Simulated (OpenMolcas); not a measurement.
## V3+: ligand-field states by method

V3+ with its 6 nearest chloride ions at 2.477 Å, on the Y site of Cs2NaYCl6 (a = 10.7396 Å, distance in the model lattice 2.619 Å). The rest of the host is ab initio model potentials to 7.6 Å, with orthogonalisation functions on the cations behind the ligands, and point charges beyond; the distance is set by hand and nothing relaxes. Ligand basis ANO-RCC-VDZP.
```
V     0.0000    0.0000    0.0000
Cl    2.4770    0.0000    0.0000
Cl    0.0000    2.4770    0.0000
Cl   -2.4770    0.0000    0.0000
Cl    0.0000   -2.4770    0.0000
Cl    0.0000    0.0000    2.4770
Cl    0.0000    0.0000   -2.4770
```

```
Program             : OpenMolcas 26.06
Basis               : ANO-RCC-VTZP [6s5p3d2f1g]
Scalar Hamiltonian  : DKH2, point nucleus
Active space        : 2 electrons in 5 orbitals (3d)
State averaging     : 2S+1 = 3 even, 10 roots; 2S+1 = 1 even, 15 roots
Spin-orbit coupling : RASSI with atomic mean-field integrals over the reference wave functions
```

I. CASSCF
II. SS-CASPT2, IPEA 0.25 Eh, imaginary shift 0.1 Eh (closed shells correlated: 3s 3p and the ligand valence shells)

Spin-free states (labels of O, the rotations of Oh) in cm-1, each column counted from its own energy of the first state listed:

```csv
State,Degeneracy,I,II
3T1,3,0,0
3T2,3,8477,11040
1T2,3,13683,9390
1E,2,14263,10290
3A2,1,18295,23100
3T1,3,21556,20550
1T2,3,24041,21940
1A1,1,25970,20560
1T1,3,26659,25030
1E,2,33028,33710
1A1,1,54364,47110
```

From I to II, I's first state of the same spin (3T2) moves from 8477 to 11040 cm-1, by about +2600 cm-1.

From I to II, I's first state of another spin (1T2) moves from 13683 to 9390 cm-1, by about -4300 cm-1.

I: A least-squares ligand-field fit to the states below 45000 cm-1, each weighted by its degeneracy and with a free common offset, gives 10Dq = 9408 cm-1, B = 947 cm-1 and C = 3539 cm-1 (C/B = 3.74), with an rms deviation of 201 cm-1. The same method and metal basis give the free ion B = 1080 cm-1 (fit to its terms below 60000 cm-1, rms deviation 55 cm-1), so the nephelauxetic ratio is β = 947 / 1080 = 0.88; it hangs on how both fits weigh the states, and computed free-ion B values tend to be too large, so β mixes covalency with correlation.

II: A least-squares ligand-field fit to the states below 45000 cm-1, each weighted by its degeneracy and with a free common offset, gives 10Dq = 12085 cm-1, B = 733 cm-1 and C = 2435 cm-1 (C/B = 3.32), with an rms deviation of 263 cm-1. The same method and metal basis give the free ion B = 978 cm-1 (fit to its terms below 60000 cm-1, rms deviation 640 cm-1), so the nephelauxetic ratio is β = 733 / 978 = 0.75; it hangs on how both fits weigh the states, and computed free-ion B values tend to be too large, so β mixes covalency with correlation.

From I to II, 10Dq changes by +28 %, B by -23 % and C by -31 %.

χT at 300 K: I 0.91, II 0.90 cm3 K/mol.

Roots that are degenerate in the reference are averaged as groups; the widest CASPT2 spread within a group is 63 cm-1 (the 3-fold group of multiplicity 1 near 9390 cm-1 above the lowest state of its run, II). Shifts and gaps below about the spread of the groups concerned are not significant. Over all roots computed the reference weight is 0.66 to 0.68 in II; a low but even weight reflects the number of correlated electrons. An orbital triplet at a regular site is open to Jahn-Teller coupling, which can distort the site and quench the lowest spin-orbit gaps and is left out. Ligand-to-metal charge-transfer states are missing. With no ligand orbital active B as a rule stays too high, so bands that hang on it stand too high and its fall with covalency is understated. Without dynamic correlation the repulsion within the d shell is too large (B by tens of per cent), so at a given field states of lower spin stand too high (holds for I). With metal d orbitals alone and no dynamic correlation the field as a rule comes out too small, by tens of per cent, by up to half for chloride and softer ligands (holds for I). With one d shell and no ligand orbital active, 10Dq can be off by a tenth or more (holds for II). No measured value stands beside these numbers; the geometry was set by hand and not optimised.
